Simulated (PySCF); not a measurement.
# Stretching CaS

Set-up: basis Ca pcseg-1, S pcseg-1; no relativity; PySCF 2.14. Energies in eV from Ca + S in their ground configurations at the same level. All curves are PBE0. state 1: ¹Σ⁺ (singlet), closed shell; state 2: ³Π (triplet), unpaired electrons σ ↑, π ↑, a second solution, started from another occupation; state 3: Ms = 0 determinant of mixed spin (⟨S²⟩ near 1.0), unpaired electrons σ ↓, π ↑, a second solution, started from another occupation; state 4: ³Σ⁺ (triplet), unpaired electrons σ ↑↑, a second solution, started from another occupation.

```
R (Å)  state 1  state 2  state 3  state 4
1.986   -2.414    0.034    0.062   -0.516
2.078   -3.073   -0.991   -0.967   -1.192
2.171   -3.439   -1.698   -1.677   -1.636
2.240   -3.569   -2.068   -2.048   -1.852
2.309   -3.605   -2.331   -2.313   -1.991
2.378   -3.569   -2.510   -2.492   -2.070
2.471   -3.437   -2.646   -2.629   -2.103
2.586   -3.181   -2.697   -2.680   -2.062
2.725   -2.798   -2.641   -2.622   -1.933
2.909   -2.237   -2.446   -2.424   -1.686
```

Task: Put a parabola through the three lowest points of the state 1 curve and estimate Re, k and ωe (reduced mass 17.76 u; 1 eV/Å² = 0.16022 mdyn/Å; ωe = 1302.8·√(k/μ) cm⁻¹).

Result: Through R = 2.24, 2.309, 2.378 Å the second-order coefficient is 7.56 eV/Å², so Re ≈ 2.309 Å, k ≈ 2.42 mdyn/Å and ωe ≈ 481 cm⁻¹. A polynomial fit of higher order to the unrounded PBE0 energies gives Re = 2.306 Å, k = 2.44 mdyn/Å, ωe = 483 cm⁻¹; anharmonicity and rounding make the difference.

The higher-order fit for each curve: state 1: Re = 2.306 Å, ωe = 483 cm⁻¹, De = 3.60 eV; state 2: Re = 2.585 Å, ωe = 323 cm⁻¹, minimum 2.70 eV below the ground-state fragments; state 3: Re = 2.584 Å, ωe = 324 cm⁻¹, minimum 2.68 eV below the ground-state fragments; state 4: Re = 2.470 Å, ωe = 328 cm⁻¹, minimum 2.10 eV below the ground-state fragments.

Counting both spins, an empty level lies below a filled one in some of these solutions, because spin and occupation are held.
